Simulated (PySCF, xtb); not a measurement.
C₃H₁₀OSi₂, SMILES C=C([SiH3])C[SiH2]O. Other conformers were not sampled.

Harmonic wavenumbers (cm⁻¹) from xtb with GFN2-xTB at its own minimum, in rising order: 36, 52, 83, 126, 186, 252, 277, 368, 380, 481, 546, 573, 605, 637, 675, 742, 757, 775, 783, 784, 791, 804, 815, 890, 894, 980, 1098, 1209, 1234, 1425, 1475, 1667, 2221, 2230, 2239, 2258, 2333, 2932, 2964, 3056, 3105, 3670.

What does PBE-D3(BJ)/def2-SVP (PySCF) give at its own minimum? (An estimate is asked for; the answer gives what the named calculation found.)

60, 66, 101, 119, 189, 226, 263, 347, 364, 484, 594, 622, 641, 677, 692, 745, 807, 829, 869, 877, 893, 895, 898, 916, 919, 944, 1053, 1104, 1198, 1368, 1389, 1616, 2135, 2150, 2156, 2175, 2203, 2969, 3032, 3045, 3147, 3769. Paired by order, the mean absolute difference is 50 cm⁻¹ and the zero-point energies are 70.6 and 70.8 kcal/mol.
